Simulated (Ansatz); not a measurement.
Geometry optimisation, RKS PBE/def2-SVP in Ansatz.

input.yaml

```yaml
crystal:
  periodic: [false, false, false]
  atoms:
    - { symbol: Ti, position_ang: [0.0, 0.0, 0.0] }
    - { symbol: F, position_ang: [0.0, 0.0, 2.18] }
    - { symbol: Cl, position_ang: [2.2349, 0.0, -0.7892] }
    - { symbol: Cl, position_ang: [-1.1163, 1.9339, -0.7892] }
    - { symbol: O, position_ang: [-0.9043, -1.5667, -0.6394] }
    - { symbol: Si, position_ang: [-1.786, -2.6287, 0.3184] }
    - { symbol: H, position_ang: [-1.3764, -2.4828, 1.7121] }
    - { symbol: H, position_ang: [-3.2095, -2.3281, 0.1961] }
    - { symbol: H, position_ang: [-1.5394, -3.9994, -0.1197] }
    - { symbol: Cl, position_ang: [1.4003, 2.1117, 0.8419] }
    - { symbol: H, position_ang: [0.6936, 1.0459, 2.0249] }
basis:
  gaussian: { orbitals: def2-SVP }
hamiltonian:
  xc: pbe
relax:
  f_tol: 0.15
  max_steps: 25
  restrain:
    - { distance: [0, 9], at: 3.57, k: 30.0 }
    - { distance: [10, 1], at: 2.12, k: 30.0 }
    - { distance: [0, 1], at: 1.83, k: 30.0 }
    - { distance: [10, 9], at: 1.37, k: 30.0 }
```

Launched with:

```bash
$ ansatz run input.yaml --threads 4 --pin off --max-ram 5120MiB --backend cpu --events-out ev --progress --plain --runs-dir out
```

**Question.** Where does it end, and by what steps?

**Answer.** The run converged. The restraints hold the end off the free minimum; the threshold counts their pulls, which the force column leaves out. Restrained pairs: Ti1–Cl10 (2.67 → 3.57 Å), F2–H11 (1.26 → 2.12 Å), Ti1–F2 (2.18 → 1.80 Å), Cl10–H11 (1.74 → 1.34 Å). After 11 steps the energy has fallen by 2.830 eV (the restraints' own energy left out); H11 moved furthest, 1.21 Å.

| step | energy less start (eV) | largest force component (eV/Å) | accepted |
| --- | --- | --- | --- |
| 0 | 0.0000 | 2.686 | yes |
| 1 | -0.3861 | 2.696 | yes |
| 2 | -0.9563 | 4.325 | yes |
| 3 | -1.8004 | 4.039 | yes |
| 4 | -2.5504 | 1.073 | yes |
| 5 | -2.7032 | 0.835 | yes |
| 6 | -2.7714 | 0.840 | yes |
| 7 | -2.8078 | 0.795 | yes |
| 8 | -2.8178 | 0.796 | yes |
| 9 | -2.8141 | 0.852 | yes |
| 10 | -2.8198 | 0.841 | yes |
| 11 | -2.8302 | 0.765 | yes |

```xyz
11
Properties=species:S:1:pos:R:3
Ti -0.032 -0.037 0.166
F 0.237 0.264 1.923
Cl 1.844 -0.433 -0.902
Cl -1.223 1.554 -0.764
O -0.990 -1.500 0.077
Si -1.967 -2.877 0.275
H -1.969 -3.243 1.730
H -3.353 -2.538 -0.189
H -1.388 -3.988 -0.549
Cl 1.861 2.842 1.106
H 1.378 2.042 2.062
```

The run took 32 s on 4 threads of Intel(R) Xeon(R) Platinum 8488C (Sapphire Rapids), with other jobs on the host, peak memory 0.29 GiB.
